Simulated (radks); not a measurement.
All-electron atom: Cl VI in [Ne] 3s2.

Calculated with a radial shooting solver on a logarithmic mesh with Libxc functionals: Dirac Kohn-Sham, LDA (Slater exchange, Perdew-Wang correlation), spin-unpolarised, spherical densities, finite nucleus; Fermi nuclear charge, rms radius 3.3654 fm.

Energy parts (eV):
total: -12322.904
kinetic: 12382.754
electron-nucleus: -28410.043
Hartree: 4369.138
exchange-correlation: -664.753

Orbitals (lengths in bohr, moments of r in powers of bohr; <r^-3> diverges for s and p1/2):
| orbital | occ. | eigenvalue (eV) | <r^4> | <r^-3> |
|---|---|---|---|---|
| 1s1/2 | 2 | -2830.209 | 0.0003229 | - |
| 2s1/2 | 2 | -335.8306 | 0.09738 | - |
| 2p1/2 | 2 | -277.3886 | 0.08573 | - |
| 2p3/2 | 4 | -275.6666 | 0.08741 | 102.8 |
| 3s1/2 | 2 | -89.5418 | 5.761 | - |

The highest occupied level is 3s1/2 at -89.542 eV. Summed over all electrons, <r^2> = 5.605 bohr^2, which gives a Langevin (diamagnetic) susceptibility term of -4.44 x 10^-6 cm^3/mol. For comparison, the ionisation energy in NIST's Atomic Spectra Database is 96.94 eV (semi-empirical). In exact Kohn-Sham theory the highest level is minus the ionisation energy, but local and semilocal functionals leave it too shallow, through self-interaction and a potential that decays too fast; potentials with the right tail come closer. The density falls to 0.001 e/bohr^3 at r = 2.57 bohr. The electron density at the nucleus is 3580 e/bohr^3.
